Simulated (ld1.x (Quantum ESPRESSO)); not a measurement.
PBEsol PAW dataset for lanthanum (La), scalar-relativistic all-electron reference.

```
Element                 : lanthanum
Generator               : ld1.x (Quantum ESPRESSO) 7.5
Type                    : PAW
Functional              : PBEsol
Relativity              : scalar-relativistic
Frozen core             : [Kr] 4d10
Valence charge          : 11
Reference configuration : 4f0 5s2 5p6 5d1 6s1.5 6p0.5
Partial waves           : 5s (bound): rcut 2.00, rcutus 2.30 bohr; 6s (bound): rcut 2.00, rcutus 2.30 bohr; 5p (bound): rcut 2.95, rcutus 3.55 bohr; 6p (bound): rcut 2.95, rcutus 3.55 bohr; 5d (bound): rcut 3.60, rcutus 3.95 bohr; 5d channel at 4.2 Ry: rcut 3.60, rcutus 3.95 bohr; 4f (bound, empty): rcut 0.95, rcutus 1.35 bohr; 4f channel at 0.2 Ry: rcut 0.95, rcutus 1.35 bohr
Local potential         : all-electron potential smoothed inside 1.80 bohr (lloc = -1)
Core correction         : Bessel-smoothed model core inside 1.00 bohr
Augmentation charge     : BG, radius 0.70 bohr
```

All-electron outer shells of the reference configuration (PBEsol, scalar-relativistic, ld1.x):

```tsv
shell	level (eV)	outermost node (bohr)	outermost maximum (bohr)
4p	-200.34	0.34	0.63
4d	-104.34	0.32	0.68
5s	-39.52	0.77	1.41
5p	-22.96	0.83	1.58
4f	-4.95	–	0.75
6s	-4.02	1.86	3.79
5d	-3.55	0.95	2.21
6p	-1.61	2.20	4.93
```

Calculated quality:

```json
{
  "Configuration tests": "test run stopped at test 1 of 7 (negative rho)",
  "Lowest eigenvalue of the overlap operator": "-0.54 (p channel); it is negative, so in a basis up to 400 Ry S is not positive definite and the file is unfit for use"
}
```

The ghost test of this file was not conclusive. Its overlap operator is not positive definite in a basis up to 400 Ry (lowest eigenvalue p -0.54), so the file is unfit for use: the generalised eigenproblem breaks down once the basis is large enough, and its test numbers describe a broken file.

Generation and tests took about 1.7 s on one core of a shared server CPU.
